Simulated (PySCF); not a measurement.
Mapped SMILES: `[CH3:1][C:2](=[O:3])[O:4][SiH2:5][N:6]([CH3:7])[CH3:8]` (H(Xn): hydrogen on atom n).

Non-relativistic Hamiltonian, isolated molecule, one conformer, rapidly exchanging positions averaged. σ from GIAO-KT3/pcSseg-1; PBE0-D3(BJ)/def2-SVP geometry; PySCF 2.14.0 with density-fitted response routines.

Referencing at the same level of theory: TMS for 13C, 1H, 29Si; H2O for 17O; 15N against NH3.

```json
{"atoms": "O4", "nucleus": "17O", "count": "1", "δ (ppm)": "230.4"}
{"atoms": "N6", "nucleus": "15N", "count": "1", "δ (ppm)": "?"}
{"atoms": "C2", "nucleus": "13C", "count": "1", "δ (ppm)": "163.6"}
{"atoms": "O3", "nucleus": "17O", "count": "1", "δ (ppm)": "?"}
{"atoms": "Si5", "nucleus": "29Si", "count": "1", "δ (ppm)": "-24.4"}
{"atoms": "C1", "nucleus": "13C", "count": "1", "δ (ppm)": "?"}
{"atoms": "C7/C8", "nucleus": "13C", "count": "2", "δ (ppm)": "40.5"}
{"atoms": "H(C1)", "nucleus": "1H", "count": "3", "δ (ppm)": "1.90"}
{"atoms": "H(Si5)", "nucleus": "1H", "count": "2", "δ (ppm)": "4.89"}
{"atoms": "H(C7)/H(C8)", "nucleus": "1H", "count": "6", "δ (ppm)": "2.67"}
```

Q: Complete the table.

A: 
- C1: 21.5 ppm, methyl carbon α to a carbonyl; the adjacent C=O deshields it moderately
- O3: 444.8 ppm, carbonyl oxygen
- N6: 42.9 ppm, nitrogen bonded to 2 C, Si

Shifts are as computed, not scaled to solution data. Of 1309 compounds with measured shifts, 239 miss one by over three times the rms of a fit or turn the order of signals round; such compounds aren't used in these exercises. Unscaled 17O shifts of doubly bonded oxygen tend to come out too high, by tens of ppm or more. Experimental scales use liquid or dissolved standards, which lie at an offset from isolated NH3 (liquid NH3: subtract about 20 ppm) and H2O (liquid H2O: subtract about 36 ppm).
